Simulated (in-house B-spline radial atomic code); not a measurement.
Checks on a self-consistent run for the praseodymium ion Pr⁷⁺, [He] 2s1 2p6 3s2 3p6 3d10 4s2 4p6 4d10 4f1 5s2 5p4. All numbers are computed (Dirac-Hartree-Fock, average of configuration; Fermi nucleus of rms radius 4.8919 fm) with an all-electron radial atomic-structure program (B-spline basis), not measured.

```
orbital        q       ε (Eh)     <1/r>         <r²>  small-component weight
  1s1/2        2  -1563.60115   64.6876  0.000789413                0.047805
  2s1/2        1   -263.05543   15.3349    0.0124551                0.010482
  2p1/2        2   -248.18049   15.3188   0.00904478                0.010528
  2p3/2        4   -230.17237   13.8326     0.010277               0.0098855
  3s1/2        2    -62.24974   5.65694    0.0822027               0.0033657
  3p1/2        2    -56.28232   5.53358    0.0770181               0.0032567
  3p3/2        4    -52.56150   5.16243    0.0840322               0.0030829
  3d3/2        4    -42.11514   5.03787    0.0675006               0.0029658
  3d5/2        6    -41.29958   4.94209    0.0694868               0.0029132
  4s1/2        2    -16.39736   2.34584     0.415401               0.0010401
  4p1/2        2    -13.98314   2.23969     0.439161              0.00096619
  4p3/2        4    -13.14561   2.12455     0.473909              0.00091435
  4d3/2        4     -9.03044   1.92727     0.538299              0.00077688
  4d5/2        6     -8.87342    1.8968     0.551951              0.00076097
  4f5/2  0.42857     -4.36894   1.53187     0.765962              0.00051627
  4f7/2  0.57143     -4.34961   1.52251     0.774257              0.00051146
  5s1/2        2     -5.07730  0.988038      2.02019              0.00027029
  5p1/2   1.3333     -4.29249  0.918691       2.3106              0.00024117
  5p3/2   2.6667     -4.12734   0.88161      2.46754              0.00022852
```

Electron-electron repulsion V_ee = 3069.8689 hartree.

Question: What total energy follows from the eigenvalues?

Answer: The eigenvalues count the repulsion twice, so E = Σqε - V_ee = -5904.824 - 3069.869 = -8974.693 hartree; the run printed -8974.693.

Question: Does the Dirac virial theorem hold?

Answer: For a point nucleus E = -2c²Σq·w, with w the small-component weight. Here Σq·w = 0.23894 and c = 137.0360, so the ratio E/(-2c²Σq·w) is 1.000089; the finite nucleus accounts for the departure from 1.

Question: What diamagnetic shielding (Lamb formula) and susceptibility (Langevin formula) do the radii give?

Answer: σ = (α²/3)Σq<1/r> = 367.351/(3·137.036²) = 6520.6 ppm, and χ = -0.79199×10⁻⁶·Σq<r²> = -19.77×10⁻⁶ cm³/mol with Σq<r²> = 24.956 bohr². Both are non-relativistic formulas without the paramagnetism of open shells; for so heavy an element the full relativistic shielding is larger by tens of per cent.
